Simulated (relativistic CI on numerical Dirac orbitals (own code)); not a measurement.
**Electric-dipole transitions in V²¹⁺**

These numbers are calculated, not measured: Dirac-Coulomb-Breit CI, separate exchange-only KLI orbitals for each configuration, model QED (radiative potential, 1s self-energy scaled to tabulated hydrogen-like ionisation energies), unscaled Slater integrals (own radial code, finite nucleus).

Configurations in the expansion: 1s2, 1s 2s, 1s 2p, 1s 3s, 1s 3p, 1s 3d, 1s 4s, 1s 4p, 1s 4d, 1s 4f, 1s 5s, 1s 5p, 1s 5d, 1s 5f, 1s 5g, 1s 6s, 1s 6p, 1s 6d. Levels of other configurations are missing.

| λ vac (Å) | Lower | Upper | A (s⁻¹) | E lower (10³ cm⁻¹) | E upper (10³ cm⁻¹) |
| --- | --- | --- | --- | --- | --- |
| 2.3824 | 1s2 1S_0 [1] | 1s 2p 1P°_1 [7] | 2.91e+14 | 0.0 | 41975.3 |
| 9.8531 | 1s 2p 3P°_1 [4] | 1s 4d 3D_2 [23] | 3.49e+12 | 41771.8 | 51920.8 |
| 9.9160 | 1s 2p 3P°_2 [6] | 1s 4d 3D_3 [26] | 4.96e+12 | 41839.4 | 51924.1 |
| 10.051 | 1s 2p 1P°_1 [7] | 1s 4d 1D_2 [29] | 4.16e+12 | 41975.3 | 51925.1 |
| 12.912 | 1s 2s 3S_1 [2] | 1s 3p 3P°_2 [12] | 5.16e+12 | 41557.9 | 49302.5 |
| 12.946 | 1s 2s 3S_1 [2] | 1s 3p 3P°_1 [11] | 4.98e+12 | 41557.9 | 49282.4 |
| 13.205 | 1s 2p 3P°_0 [3] | 1s 3d 3D_1 [14] | 8.62e+12 | 41759.7 | 49332.8 |
| 13.223 | 1s 2s 1S_0 [5] | 1s 3p 1P°_1 [15] | 4.86e+12 | 41777.7 | 49340.0 |
| 13.226 | 1s 2p 3P°_1 [4] | 1s 3d 3D_1 [14] | 6.13e+12 | 41771.8 | 49332.8 |
| 13.226 | 1s 2p 3P°_1 [4] | 1s 3d 3D_2 [13] | 1.06e+13 | 41771.8 | 49332.5 |
| 13.332 | 1s 2p 3P°_2 [6] | 1s 3d 3D_3 [16] | 1.54e+13 | 41839.4 | 49340.4 |
| 13.346 | 1s 2p 3P°_2 [6] | 1s 3d 3D_2 [13] | 2.64e+12 | 41839.4 | 49332.5 |
| 13.574 | 1s 2p 1P°_1 [7] | 1s 3d 1D_2 [17] | 1.27e+13 | 41975.3 | 49342.3 |
| 26.191 | 1s 3p 3P°_2 [12] | 1s 5d 3D_3 [40] | 8.00e+11 | 49302.5 | 53120.6 |
| 26.396 | 1s 3d 3D_2 [13] | 1s 5f 3F°_3 [41] | 9.81e+11 | 49332.5 | 53121.0 |
| 26.444 | 1s 3d 3D_3 [16] | 1s 5f 3F°_4 [44] | 1.07e+12 | 49340.4 | 53121.9 |
| 26.457 | 1s 3d 1D_2 [17] | 1s 5f 1F°_3 [47] | 1.01e+12 | 49342.3 | 53122.0 |
| 37.239 | 1s 3s 3S_1 [8] | 1s 4p 3P°_2 [22] | 6.85e+11 | 49223.1 | 51908.5 |
| 37.357 | 1s 3s 3S_1 [8] | 1s 4p 3P°_1 [21] | 6.61e+11 | 49223.1 | 51900.0 |
| 37.850 | 1s 3s 1S_0 [10] | 1s 4p 1P°_1 [25] | 6.57e+11 | 49281.9 | 51924.0 |
| 37.850 | 1s 3p 3P°_0 [9] | 1s 4d 3D_1 [24] | 9.12e+11 | 49278.9 | 51920.9 |
| 37.901 | 1s 3p 3P°_1 [11] | 1s 4d 3D_1 [24] | 6.47e+11 | 49282.4 | 51920.9 |
| 37.902 | 1s 3p 3P°_1 [11] | 1s 4d 3D_2 [23] | 1.15e+12 | 49282.4 | 51920.8 |
| 38.145 | 1s 3p 3P°_2 [12] | 1s 4d 3D_3 [26] | 1.64e+12 | 49302.5 | 51924.1 |
| 38.576 | 1s 3d 3D_2 [13] | 1s 4f 3F°_3 [27] | 2.97e+12 | 49332.5 | 51924.8 |
| 38.577 | 1s 3d 3D_1 [14] | 1s 4f 3F°_2 [28] | 2.72e+12 | 49332.8 | 51925.0 |
| 38.666 | 1s 3d 3D_3 [16] | 1s 4f 3F°_4 [30] | 3.23e+12 | 49340.4 | 51926.6 |
| 38.684 | 1s 3p 1P°_1 [15] | 1s 4d 1D_2 [29] | 1.43e+12 | 49340.0 | 51925.1 |
| 38.693 | 1s 3d 1D_2 [17] | 1s 4f 1F°_3 [31] | 3.05e+12 | 49342.3 | 51926.8 |
| 80.830 | 1s 4s 3S_1 [18] | 1s 5p 3P°_2 [36] | 1.62e+11 | 51875.5 | 53112.7 |
| 82.036 | 1s 4p 3P°_1 [21] | 1s 5d 3D_2 [37] | 2.42e+11 | 51900.0 | 53118.9 |
| 82.499 | 1s 4p 3P°_2 [22] | 1s 5d 3D_3 [40] | 3.43e+11 | 51908.5 | 53120.6 |
| 83.319 | 1s 4d 3D_1 [24] | 1s 5f 3F°_2 [42] | 5.09e+11 | 51920.9 | 53121.1 |
| 83.322 | 1s 4d 3D_2 [23] | 1s 5f 3F°_3 [41] | 5.51e+11 | 51920.8 | 53121.0 |
| 83.484 | 1s 4d 3D_3 [26] | 1s 5f 3F°_4 [44] | 6.06e+11 | 51924.1 | 53121.9 |
| 83.530 | 1s 4p 1P°_1 [25] | 1s 5d 1D_2 [43] | 3.05e+11 | 51924.0 | 53121.1 |
| 83.534 | 1s 4f 3F°_3 [27] | 1s 5g 3G_4 [45] | 9.63e+11 | 51924.8 | 53121.9 |
| 83.543 | 1s 4f 3F°_2 [28] | 1s 5g 3G_3 [46] | 9.17e+11 | 51925.0 | 53122.0 |
| 83.547 | 1s 4d 1D_2 [29] | 1s 5f 1F°_3 [47] | 5.69e+11 | 51925.1 | 53122.0 |
| 83.621 | 1s 4f 3F°_4 [30] | 1s 5g 3G_5 [48] | 9.97e+11 | 51926.6 | 53122.5 |
| 83.629 | 1s 4f 1F°_3 [31] | 1s 5g 1G_4 [49] | 9.69e+11 | 51926.8 | 53122.5 |
| 149.23 | 1s 5s 3S_1 [32] | 1s 6p 3P°_2 [54] | 5.27e+10 | 53095.9 | 53766.1 |
| 151.21 | 1s 5p 3P°_1 [35] | 1s 6d 3D_2 [55] | 7.27e+10 | 53108.3 | 53769.7 |
| 151.99 | 1s 5p 3P°_2 [36] | 1s 6d 3D_3 [58] | 1.03e+11 | 53112.7 | 53770.6 |
| 153.75 | 1s 5p 1P°_1 [39] | 1s 6d 1D_2 [59] | 9.31e+10 | 53120.5 | 53770.9 |

Terms are leading LS components. Brackets give the number of a level in order of energy, since labels repeat. The list gives strong lines, with weight on those to low levels, without lines whose two gauges differ by over a factor of 2.5. Levels whose partners in the same complex of configurations lie outside the list can be far off, and so can their lines. Rates are taken at the computed energies, electric ones in the length gauge.

At this charge energies of transitions that change n are usually good to better than 1 %, and those within a shell (Δn = 0) to a few per cent.

LS names give the leading component of a level, which can be under half, so a name can repeat, a term be missing and a line seem to break the LS rules.
